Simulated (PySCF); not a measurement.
C3H7BO, SMILES C(B)C(=O)C, GFN2-xTB optimised geometry.

```
12

B      0.91    -1.26     0.00
C     -0.67    -1.26     0.00
C     -1.19     0.16     0.00
C     -1.30     0.81    -1.36
O     -1.50     0.73     1.02
H      1.50    -1.88     0.79
H      1.49    -0.63    -0.80
H     -1.01    -1.74    -0.92
H     -1.08    -1.78     0.86
H     -0.43     0.58    -1.96
H     -2.18     0.41    -1.86
H     -1.42     1.88    -1.26
```

Density from PBE0/def2-TZVP run with PySCF at that geometry.

Minimum of the electron density along straight lines between bonded atoms, close to the bond critical point (lines longer than 1.1 times the sum of covalent radii, or with two minima, are not listed):

| bond | length / Å | ρ at the minimum / e bohr⁻³ | ∇²ρ there / e bohr⁻⁵ | position (fraction from the first atom) |
|---|---|---|---|---|
| B1–C2 | 1.576 | … | … | 0.33 |
| C2–C3 | 1.513 | 0.254 | -0.64 | 0.49 |
| C3–C4 | 1.508 | 0.261 | -0.69 | 0.51 |
| C3–O5 | 1.204 | 0.426 | … | 0.33 |
| B1–H6 | 1.167 | 0.195 | -0.36 | 0.44 |
| B1–H7 | 1.169 | 0.194 | -0.36 | 0.44 |
| C2–H8 | 1.092 | 0.269 | -0.89 | 0.64 |
| C2–H9 | 1.089 | 0.278 | -0.95 | 0.64 |
| C4–H10 | 1.086 | 0.279 | -0.96 | 0.64 |
| C4–H11 | 1.089 | 0.275 | -0.93 | 0.64 |
| C4–H12 | 1.087 | 0.281 | -0.97 | 0.64 |

Problem. Some entries are withheld; supply them.

Solution. 
- B1–C2, ρ at the minimum / e bohr⁻³: 0.181
- B1–C2, ∇²ρ there / e bohr⁻⁵: -0.26
- C3–O5, ∇²ρ there / e bohr⁻⁵: 0.00
